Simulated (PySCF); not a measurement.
Excitations are Tamm–Dancoff values on a coarser integration grid. The basis has no diffuse functions, so Rydberg states are missing or too high.

Cartesian coordinates (Å):
```xyz
6

B      2.0840     0.1897     0.1643
B      0.5797     0.0152     0.0460
N     -0.7517    -0.1423    -0.0584
B     -2.0011    -0.2961    -0.1577
H      3.2428     0.3215     0.2547
H     -3.1538    -0.4394    -0.2489
```
Charge 0, spin multiplicity 1.

What S1–T1 gap (TDA), brightest of the four lowest singlets (TDA), HOMO–LUMO gap, total energy, LUMO, dipole moment, S1 excitation (TDA) and HOMO does ωB97X-D3(BJ)/def2-TZVP // B3LYP-D3(BJ)/def2-TZVP (PySCF 2.14.0) give?


```yaml
S1–T1 gap (TDA): 0.81 eV
brightest of the four lowest singlets (TDA): 4.61 eV
HOMO–LUMO gap: 5.98 eV
total_energy: -130.5100 Ha
LUMO: -1.06 eV
dipole_moment: 2.85 D
S1 excitation (TDA): 3.58 eV
HOMO: -7.04 eV
```
